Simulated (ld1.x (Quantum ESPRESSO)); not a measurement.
**Configuration tests for Te (Z = 52) (ultrasoft)**

ld1.x (Quantum ESPRESSO) 7.5 input, shortened:

```
&input
   title='Te', zed=52., rel=1, dft='PBE', iswitch=3,
   config='[Kr] 4d10 5s2 5p3 5d-2'
 /
 &inputp
   pseudotype=3, tm=.true., lloc=-1, rcloc=1.60,
   nlcc=.true., rcore=1.70
 /
5
5S  1  0   2.00   0.00  1.50  1.90  0.0
5S  1  0   0.00   0.15  1.50  1.90  0.0
5P  2  1   3.00   0.00  2.10  2.25  0.0
5P  2  1   0.00  -0.45  2.10  2.25  0.0
5D  3  2  -2.00  -0.05  1.60  2.10  0.0
 &test
   configts(1)='5s2 5p3'
 /
```

Energies are relative to the spin-unpolarised reference configuration 5s2 5p3; without spin polarisation the order of configurations can differ from experiment.

| valence configuration | charge | ΔE all-electron (eV) | error AE − PS (meV) |
| --- | --- | --- | --- |
| 5s2 5p4 | 0 | -9.729 | -0.9 |
| 5s2 5p2 | +2 | 17.925 | -15 |
| 5s2 5p1 | +3 | 44.822 | -71 |
| 5s2 5p0 | +4 | 81.305 | -204 |
| 5s2 5p3.5 | +0.5 | -5.831 | +0.3 |
| 5s2 5p4.3 | -0.3 | -11.197 | -1.7 |

Task: What are ΔE and the potential's error for 5s0 5p6?

Result: ΔE = 8.973 eV all-electron; the error (AE − PS) is -47 meV.

Levels in the configuration 5s2 5p4:

| level | all-electron (eV) | pseudo (eV) |
| --- | --- | --- |
| 5s | -15.108 | -15.096 |
| 5p | -5.953 | -5.949 |

Note: ghost state, extra bound levels that the all-electron valence spectrum of the same l lacks: s at -18.1 eV. A true bound ghost makes a file unfit for plane-wave use.
